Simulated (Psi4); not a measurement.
C2H8Si2, charge -1, doublet, at the geometry of the source list (a state made from the parent by changing its charge; the spin is typed, not shown lowest) (a gas-phase anion, which may not be bound at this level); B3LYP/STO-3G run with Psi4 1.11.

Input for Psi4:
```
memory 2 GB

molecule mol {
-1 2
C     0.255200    0.360500    1.252100
Si    1.347300   -0.249000   -0.203200
C    -0.259600   -0.389800   -1.242300
Si   -1.342500    0.281200    0.192500
H     0.505500    1.346900    1.631900
H     0.250600   -0.304700    2.112200
H     2.304600    0.741400   -0.698700
H     2.037500   -1.520200    0.036800
H    -0.274600    0.210000   -2.147900
H    -0.504300   -1.405000   -1.545600
H    -1.959900    1.582100   -0.071400
H    -2.360000   -0.653400    0.683600
}

set {
  basis sto-3g
  reference uks
  dft_spherical_points 590
}

energy('b3lyp')
print_variables()
```

**Question.** What does Psi4 print? Leave out banner, timings and long lists.

**Answer.** 
```
   => Loading Basis Set <=

    Name: STO-3G
    Role: ORBITAL
    Keyword: BASIS

         ---------------------------------------------------------
                                   SCF
               by Justin Turney, Rob Parrish, Andy Simmonett
                          and Daniel G. A. Smith
                              UKS Reference
         ---------------------------------------------------------

  ==> Geometry <==

    Molecular point group: c1
    Full point group: C1

    Geometry (in Angstrom), charge = -1, multiplicity = 2:

       Center              X                  Y                   Z               Mass
    ------------   -----------------  -----------------  -----------------  -----------------
         C            0.254281029179     0.354292815761     1.254154684829    12.000000000000
         SI           1.346381029179    -0.255207184239    -0.201145315171    27.976926534650
         C           -0.260518970821    -0.396007184239    -1.240245315171    12.000000000000
         SI          -1.343418970821     0.274992815761     0.194554684829    27.976926534650
         H            0.504581029179     1.340692815761     1.633954684829     1.007825032230
         H            0.249681029179    -0.310907184239     2.114254684829     1.007825032230
         H            2.303681029179     0.735192815761    -0.696645315171     1.007825032230
         H            2.036581029179    -1.526407184239     0.038854684829     1.007825032230
         H           -0.275518970821     0.203792815761    -2.145845315171     1.007825032230
         H           -0.505218970821    -1.411207184239    -1.543545315171     1.007825032230
         H           -1.960818970821     1.575892815761    -0.069345315171     1.007825032230
         H           -2.360918970821    -0.659607184239     0.685654684829     1.007825032230

  Running in c1 symmetry.

  Rotational constants: A =      0.25184  B =      0.12375  C =      0.09089 [cm^-1]
  Rotational constants: A =   7549.88714  B =   3709.90881  C =   2724.72634 [MHz]
  Nuclear repulsion =  217.245328344693604

  Charge       = -1
  Multiplicity = 2
  Electrons    = 49
  Nalpha       = 25
  Nbeta        = 24

  ==> Algorithm <==

  SCF Algorithm Type is DF.
  DIIS enabled.
  MOM disabled.
  Fractional occupation disabled.
  Guess Type is SAD.
  Energy threshold   = 1.00e-06
  Density threshold  = 1.00e-06
  Integral threshold = 1.00e-12

  ==> Primary Basis <==

  Basis Set: STO-3G
    Blend: STO-3G
[...]
      Ntotal   =   49.0000025893 ; deviation = 2.589e-06

   @Spin Contamination Metric:   4.071557731E-03
   @S^2 Expected:                7.500000000E-01
   @S^2 Observed:                7.540715577E-01
   @S   Expected:                5.000000000E-01
   @S   Observed:                5.000000000E-01

    Orbital Energies [Eh]
    ---------------------

    Alpha Occupied:

[...]
      25A      0.424098

    Alpha Virtual:

[...]
    Beta Occupied:

[...]
    Beta Virtual:

[...]
    Final Occupation by Irrep:
              A
    DOCC [    24 ]
    SOCC [     1 ]
    NA   [    25 ]
    NB   [    24 ]

  @DF-UKS Final Energy:  -652.06608350443105

   => Energetics <=

    Nuclear Repulsion Energy =            217.2453283446936041
    One-Electron Energy =               -1348.9893358968051871
    Two-Electron Energy =                 525.1290002997662896
    DFT Exchange-Correlation Energy =     -45.4510762520858123
    Empirical Dispersion Energy =           0.0000000000000000
    VV10 Nonlocal Energy =                  0.0000000000000000
    Total Energy =                       -652.0660835044310488

  UHF NO Occupations:
  HONO-2 :   23  A 1.9995890
  HONO-1 :   24  A 1.9988847
  HONO-0 :   25  A 1.0000000
  LUNO+0 :   26  A 0.0011153
  LUNO+1 :   27  A 0.0004110
  LUNO+2 :   28  A 0.0001827
  LUNO+3 :   29  A 0.0001028

Computation Completed

Properties will be evaluated at   0.000000,   0.000000,   0.000000 [a0]

Properties computed using the SCF density matrix

 Multipole Moments:

 ------------------------------------------------------------------------------------
     Multipole            Electronic (a.u.)      Nuclear  (a.u.)        Total (a.u.)
 ------------------------------------------------------------------------------------

 L = 1.  Multiply by 2.5417464519 to convert [e a0] to [Debye]
 Dipole X            :          0.0058626           -0.0073900           -0.0015274
 Dipole Y            :          0.0402469           -0.0488397           -0.0085928
 Dipole Z            :         -0.0132349            0.0161097            0.0028747
 Magnitude           :                                                    0.0091887

 ------------------------------------------------------------------------------------

  Variable Map:
  ----------------------------------------------------------------------------
[...]
  Array Variable Map:
  ----------------------------------------------------------------------------
[...]
[...]
```
